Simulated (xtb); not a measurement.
BH₂I, SMILES IB. All values are semi-empirical tight-binding results from xtb (GFN2-xTB unless named), good for trends rather than for accurate numbers. Coordinates come from a GFN2-xTB optimisation.

Optimised geometry:

Bonded distances (Å): B1–H2 1.166, B1–H3 1.166, B1–I4 2.076. Angles (°): H2–B1–H3 121.5, H2–B1–I4 119.2, H3–B1–I4 119.2.

**Question.** Estimate the properties. (The exact figures need the calculation; the answer reports its results.)

**Answer.** 
| Quantity | Value |
|---|---|
| point group as xtb finds it | C2v |
| orbital gap | 3.36 eV |
| zero-point energy | 12.7 kcal/mol |
| G − E(el) at 298.15 K (modified RRHO) | -2.8 kcal/mol |
| static polarisability (D4 model) | 47.6 bohr³ |
| solvation energy, GFN2-xTB/ALPB(water) | -2.0 kcal/mol |
| solvation energy, GFN2-xTB/ALPB(acetone) | -5.2 kcal/mol |

Computed atomic charges and the Wiberg bond orders between heavy atoms:
charges (e) B1 0.30, H2 -0.08, H3 -0.08, I4 -0.13. Bond orders B1–I4 1.21.
